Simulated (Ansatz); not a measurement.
## Energy profile

The step: SnH₄S ([SH][SnH3]) + H₂ → SnH₄ + H₂S; bonds formed: Sn1–H7, S2–H6; bonds broken: Sn1–S2, H6–H7 (atoms numbered as in the saddle structure below).

Sn1  (-0.812, -0.215, -0.393)
S2  (1.525, -0.562, 1.105)
H3  (-0.508, -1.609, -1.309)
H4  (-1.673, -0.420, 1.068)
H5  (-1.713, 0.953, -1.286)
H6  (1.259, 0.479, -0.206)
H7  (0.739, 0.937, -0.913)
H8  (1.182, 0.437, 1.936)
(Å)

Electronic energies by CCSD(T) at an estimated basis limit (MP2 extrapolated from triple and quadruple zeta, plus CCSD(T) − MP2 in triple zeta), on PBE0-D4/def2-TZVP structures; SnH$_{6}$S, singlet; no counterpoise correction. Computed with Ansatz 0.2.0 (basis: def2-TZVPP and def2-QZVPP); correlated methods freeze the cores. Filled d shells of the heavier atoms are correlated. Core potentials replace the inner electrons of the atoms past krypton. The def2 sets are not built for correlating such inner shells, so the correlated values are less sure here. Extrapolation: Hartree–Fock as exp(−7.88 √X), correlation as X^−2.97.

Problem. Give the profile in eV, counted from the separated reactants. (Judge from chemistry; the value comes from the calculation.)

Solution. Computed:
```csv
point,eV
"separated: SnH$_{4}$S (linked as [SH][SnH3]; Sn1, S2, H3, H4, H5, H8; singlet) + H$_{2}$ (H6, H7; singlet)",0.000
start structure,-0.028
saddle,2.234
end structure,0.377
"separated: SnH$_{4}$ (Sn1, H3, H4, H5, H7; singlet) + H$_{2}$S (S2, H6, H8; singlet)",0.451
```

No T1 diagnostic of these runs exceeds 0.016.

For scale, one of the runs: CCSD(T)/def2-TZVPP, 176 basis functions, launched by `ansatz run in.yaml --threads 2 --pin off --events-out ev --progress --plain --max-ram 4352MiB`. Time: 33 s of wall clock on 2 CPU threads; the host was shared. Peak host memory: 1.7 GiB.
